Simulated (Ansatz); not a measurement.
Total energies of `O[SiH](F)[SiH2][SiH3]`.

```xyz
12

O     2.278   -0.419   -1.971
Si    0.779    0.051   -1.511
F     0.666    1.650   -1.553
Si    0.237   -0.595    0.678
Si   -1.748    0.422    1.382
H     3.008   -0.277   -1.367
H    -0.133   -0.481   -2.548
H     0.103   -2.079    0.722
H     1.355   -0.207    1.586
H    -2.134   -0.053    2.737
H    -2.842    0.090    0.429
H    -1.570    1.897    1.416
```

Charge 0, multiplicity 1. The geometry is a stationary point of PBE0-D4/def2-TZVP. It is one conformer, not always the lowest. Basis def2-TZVPP, Ansatz.

RPA on PBE orbitals: Hartree–Fock energy of these orbitals -1045.32696 Eh, correlation -1.46881 Eh (frozen core).

| functional | energy without D4 (Eh) | D4 term (kJ/mol) |
| --- | --- | --- |
| LDA (SPW92) | -1043.26740 | – |
| PBE | -1047.33483 | -27.4 |
| revPBE | -1047.72495 | -72.3 |
| BLYP | -1047.93052 | -58.4 |
| r2SCAN | -1047.81447 | -6.8 |
| B97M-V | -1047.69300 | – |
| PBE0 | -1047.42613 | -23.6 |
| B3LYP | -1048.04181 | -44.4 |
| r2SCANh | -1047.79990 | -7.4 |
| r2SCAN0 | -1047.77945 | -8.2 |
| HSE06 (plane-wave form) | -1047.39833 | -22.3 |
| BHLYP | -1047.90118 | -37.3 |
| CAM-B3LYP | -1047.94388 | -24.4 |
| LC-ωPBE | -1047.60499 | – |
| ωB97X-V | -1047.77723 | – |
| ωB97M-V | -1047.84510 | – |
| B2PLYP | -1047.50503 | – |
| PBE-QIDH | -1047.15159 | – |

B3LYP takes the VWN-RPA correlation (the form of Gaussian; ORCA's B3LYP/G). HSE06 is the plane-wave form, built on full-range PBE exchange. The double hybrids freeze the cores in their second-order part.

LC-ωPBE has ω = 0.4 bohr⁻¹.
